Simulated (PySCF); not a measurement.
# Electronic structure of W (tungsten, neutral) at the TPSSh level

Configuration: [Xe] 4f14 5d4 6s2, high-spin 5D determinant. Computed with PySCF 2.14 in def2-TZVPPD with the def2 core potential (60 electrons) (6s5p3d2f1g, 59 functions), with a scalar-relativistic core potential.

* Total energy: -66.8981 hartree
* One-electron energy: -112.5335 hartree
* Hartree (Coulomb) energy: 53.1017 hartree
* Exchange-correlation energy: -7.4664 hartree
* ⟨S²⟩: 6.0111
* ⟨L²⟩: 6.236
* Sum of ⟨r⟩: 24.64 bohr
* Sum of ⟨r²⟩: 57.95 bohr²
* Traceless quadrupole moment −½Σ⟨3z² − r²⟩ along its main axis: 0.0580 e·bohr²

| shell | electrons | mean orbital energy (eV) | spread (eV) | rms radius, mean of both spins (bohr) |
| --- | --- | --- | --- | --- |
| 5s α | 1 | -80.643 | 0 | 1.15 |
| 5s β | 1 | -78.776 | 0 | 1.15 |
| 5p α | 3 | -44.387 | 0.256 | 1.36 |
| 5p β | 3 | -41.702 | 0.995 | 1.36 |
| 6s α | 1 | -6.414 | 0 | 3.47 |
| 5d α | 4 | -5.895 | 0.680 | 2.24 |
| 6s β | 1 | -4.862 | 0 | 3.47 |

Energies and moments cover only the electrons outside the core potential. Spin-orbit coupling, absent here, splits the open shell strongly.
